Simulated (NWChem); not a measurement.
Molecule: C$_{2}$H$_{7}$AlS; SMILES [AlH]([S]C)[CH3]

```xyz
11

Al    -0.5384     0.8728     0.0000
H     -2.1143     0.6482     0.0000
C      0.3382     2.6273     0.0000
H      0.0417     3.2127     0.8804
H      0.0417     3.2127    -0.8804
H      1.4313     2.5559     0.0000
S      0.6973    -0.9406     0.0000
C     -0.5419    -2.3159     0.0000
H     -1.5672    -1.9390     0.0000
H     -0.3838    -2.9280     0.8904
H     -0.3838    -2.9280    -0.8904
```
Atoms are numbered in this order, from 1.

Computed with NWChem. Medium grid unless said otherwise, to which SCAN and Minnesota functionals are sensitive. All runs use the structure optimised with B3LYP/6-31G* (spherical d). Hybrids' shares of exact exchange are those that their runs print; pure functionals count as 0. The functionals differ in more than this share.

```csv
row,share of exact exchange,orbital gap (eV)
PBE/def2-SVP,0.00,4.29
PW91/def2-SVP,0.00,4.29
B3LYP/def2-SVP,0.20,withheld
M05-2X/def2-SVP,0.56,8.03
Hartree-Fock/def2-SVP,1.00,11.64
```

**Question.** Fit a straight line of the last column on the one before it, predict the withheld value, and compare with the run.

**Answer.** 
1. Means of the 4 shown rows: x = 0.390, y = 7.062. Slope Σ(x − x̄)(y − ȳ)/Σ(x − x̄)² = 5.119/0.7052 = 7.259; intercept 4.231.
2. The shown rows scatter about the line by 0.158 (root mean square); the largest residual is -0.27, at M05-2X/def2-SVP.
3. At x = 0.20 (B3LYP/def2-SVP; inside the shown range) the line gives 5.68.
4. The run gives 5.74, +0.06 from the line, 0.4 times the scatter.
